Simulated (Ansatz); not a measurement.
Geometry optimisation, RKS PBE0/def2-SVP (Ansatz).

input.yaml

```yaml
crystal:
  periodic: [false, false, false]
  atoms:
    - { symbol: F, position_ang: [-2.5857, -0.2915, -0.9051] }
    - { symbol: Sn, position_ang: [-1.0763, 0.8643, -0.6096] }
    - { symbol: B, position_ang: [0.6394, -0.4228, -0.1734] }
    - { symbol: P, position_ang: [0.7078, -1.5928, 1.362] }
    - { symbol: S, position_ang: [2.1976, -0.3671, -1.278] }
    - { symbol: H, position_ang: [-1.3694, 1.9433, 0.7508] }
    - { symbol: H, position_ang: [-0.7096, 1.8207, -2.0354] }
    - { symbol: H, position_ang: [1.23878, -2.68972, 0.51617] }
    - { symbol: H, position_ang: [2.09544, -1.15637, 1.76858] }
    - { symbol: H, position_ang: [2.774, 0.6639, -0.4606] }
basis:
  gaussian: { orbitals: def2-SVP }
hamiltonian:
  xc: pbe0
relax:
  f_tol: 0.015
  max_steps: 40
output:
  orbitals: {}
```

Launched with:

```bash
$ ansatz run input.yaml --threads 2 --pin off --max-ram 3072MiB --backend cpu --events-out ev --progress --plain --runs-dir out
```

Q: Where does it end, and by what steps?

A: It converged. After 23 steps the energy has fallen by 1.719 eV; H8 moved furthest, 1.48 Å.

| step | energy less start (eV) | largest force component (eV/Å) | accepted |
| --- | --- | --- | --- |
| 0 | 0.0000 | 1.784 | yes |
| 1 | -0.3235 | 0.756 | yes |
| 2 | -0.3857 | 0.360 | yes |
| 3 | -0.4960 | 0.803 | yes |
| 4 | -0.6841 | 1.162 | yes |
| 5 | -0.9443 | 1.582 | yes |
| 6 | -1.2014 | 1.045 | yes |
| 7 | -1.3610 | 0.707 | yes |
| 8 | -1.4508 | 0.503 | yes |
| 9 | -1.5311 | 0.333 | yes |
| 10 | -1.5935 | 0.586 | yes |
| 11 | -1.6349 | 0.534 | yes |
| 12 | -1.6722 | 0.486 | yes |
| 13 | -1.6936 | 0.365 | yes |
| 14 | -1.6717 | 1.001 | no |
| 15 | -1.7071 | 0.069 | yes |
| 16 | -1.7121 | 0.111 | yes |
| 17 | -1.7142 | 0.081 | yes |
| 18 | -1.7160 | 0.033 | yes |
| 19 | -1.7173 | 0.043 | yes |
| 20 | -1.7182 | 0.053 | yes |
| 21 | -1.7184 | 0.047 | yes |
| 22 | -1.7189 | 0.038 | yes |
| 23 | -1.7192 | 0.009 | yes |

```xyz
10
Properties=species:S:1:pos:R:3
F -2.118 -0.730 -0.274
Sn -0.996 0.836 -0.637
B 1.036 0.045 -0.054
P 1.020 -1.352 1.216
S 2.465 0.887 -0.685
H -1.676 2.063 0.348
H -1.255 1.166 -2.299
H -0.092 -2.091 0.731
H 2.071 -2.185 0.735
H 3.457 0.134 -0.145
```

The run took 110 s on 2 threads of Arm Neoverse V1 (shared host), peak memory 0.3 GiB.
